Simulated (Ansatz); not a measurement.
Reaction (formal exchange of groups at the Si–C bond): `B[SiH2]C=O` + `CF` → `B[SiH2]CF` + `C=O`

Isolated molecules relaxed with PBE0-D4/def2-TZVP in Ansatz; ΔE leaves out vibrations. CBS: MP2 limit from def2 TZ/QZ plus the TZ coupled-cluster correction, frozen cores. This one scheme is used for every species. Functionals use def2-TZVPP. B3LYP here is the variant with VWN-RPA as its local correlation; programs differ in this. HSE06 is defined as in plane-wave codes. Each species was taken in one conformer, which may not be the lowest.

```
             level  ΔE (kcal/mol)  difference from CCSD(T)/CBS
       LDA (SPW92)            3.2                          1.9
            PBE-D4            3.2                          1.9
         revPBE-D4            3.1                          1.8
           BLYP-D4            3.1                          1.8
         r2SCAN-D4            2.7                          1.4
            B97M-V            2.3                          1.0
           PBE0-D4            1.9                          0.6
          B3LYP-D4            2.1                          0.8
        r2SCANh-D4            2.2                          0.9
          HSE06-D4            2.0                          0.7
          BHLYP-D4            1.3                          0.0
      CAM-B3LYP-D4            1.3                          0.0
           ωB97X-V            0.8                         -0.5
           ωB97M-V            0.8                         -0.5
          PBE-QIDH            1.2                         -0.1
               PBE            3.3                          2.0
              BLYP            3.3                          2.0
            r2SCAN            2.7                          1.4
              PBE0            2.0                          0.7
             B3LYP            2.2                          0.9
           r2SCANh            2.3                          1.0
           r2SCAN0            1.8                          0.5
             HSE06            2.0                          0.7
             BHLYP            1.4                          0.1
         CAM-B3LYP            1.3                          0.0
           LC-ωPBE            0.7                         -0.6
RPA@PBE/def2-TZVPP            0.1                         -1.2
       HF/def2-SVP            0.8                         -0.5
      MP2/def2-SVP            0.6                         -0.7
     CCSD/def2-SVP            0.6                         -0.7
  CCSD(T)/def2-SVP            0.8                         -0.5
     HF/def2-TZVPP            1.0                         -0.3
    MP2/def2-TZVPP            0.9                         -0.4
SCS-MP2/def2-TZVPP            0.9                         -0.4
   CCSD/def2-TZVPP            0.8                         -0.5
CCSD(T)/def2-TZVPP            1.1                         -0.2
    MP2/def2-QZVPP            1.1                         -0.2
SCS-MP2/def2-QZVPP            1.1                         -0.2
      HF/CBS(def2)            1.1                         -0.2
    CCSD/CBS(def2)            1.0                         -0.3
       CCSD(T)/CBS            1.3                            0
```

Largest T1 diagnostic among the species: 0.016.

From PBE to PBE0 (25 % exact exchange), in def2-TZVPP and without D4, ΔE moves by −1.3 kcal/mol. Leaving LDA and LC-ωPBE aside and taking each functional with its dispersion term where it has one, the values spread over 2.4 kcal/mol, from ωB97M-V to PBE-D4.
